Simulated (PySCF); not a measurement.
Electron correlation in Mn⁺ (manganese, charge +1)

[Ar] 3d6, high-spin 5D determinant (an excited configuration). Calculation: PySCF 2.14, in def2-TZVPPD (6s6p4d2f1g, 67 functions); no relativity, point nucleus. Frozen: [Ar]; 6 electrons correlated.

```csv
level,correlation energy (mhartree)
CCSD,-136.21
(T),-3.68
CCSD(T),-139.89
```

Diagnostics: T1 = 0.012, D1 = 0.0229, largest double amplitude 0.032.

Task: Is a single reference adequate?

Result: Yes: T1 lies below 0.03 and no double amplitude reaches 0.07.
